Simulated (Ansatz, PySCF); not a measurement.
Complex: NH3 (SMILES N) (first 4 atoms) with PH3 (SMILES P); geometry from B3LYP-D3(BJ)/def2-TZVP, rigid monomers moved along the line of their centres of mass till N1···P5 is 3.71 Å.
(charge 0, multiplicity 1):
```xyz
8

N     -0.06426    -0.11648     0.07645
H     -0.90631    -0.68055     0.07660
H     -0.34211     0.83583    -0.13135
H      0.52022    -0.43874    -0.68638
P     -0.07924     0.52583     3.72724
H      1.16627     1.02595     3.27939
H      0.27972     0.59812     5.10256
H      0.30838    -0.82905     3.60027
```

Counterpoise-corrected where a basis set is named; no monomer relaxation.

Cores are frozen in the correlated methods. CBS: X⁻³ extrapolation of the correlation energy, Hartree–Fock from the larger set.

Programs: Ansatz (a quantum-chemistry and plane-wave program); PySCF for the dispersion terms. 

PBE/def2-TZVPPD gives -46.4 meV for the interaction energy.

Where do these levels fall relative to PBE: PBE-D3(BJ)/def2-TZVPPD, r2SCAN/def2-TZVPPD, PBE0/def2-TZVPPD, wB97M-V/def2-TZVPPD, MP2/CBS(aug-cc-pV(D+d)Z, aug-cc-pV(T+d)Z), CCSD(T)/CBS(aug-cc-pV(D+d)Z, aug-cc-pV(T+d)Z).

PBE-D3(BJ)/def2-TZVPPD -22.8; r2SCAN/def2-TZVPPD -4.9; PBE0/def2-TZVPPD 3.3; wB97M-V/def2-TZVPPD -14.1; MP2/CBS(aug-cc-pV(D+d)Z, aug-cc-pV(T+d)Z) -14.7; CCSD(T)/CBS(aug-cc-pV(D+d)Z, aug-cc-pV(T+d)Z) -14.3 meV. 1 of 6 lie above PBE; the widest gap is to PBE-D3(BJ)/def2-TZVPPD.
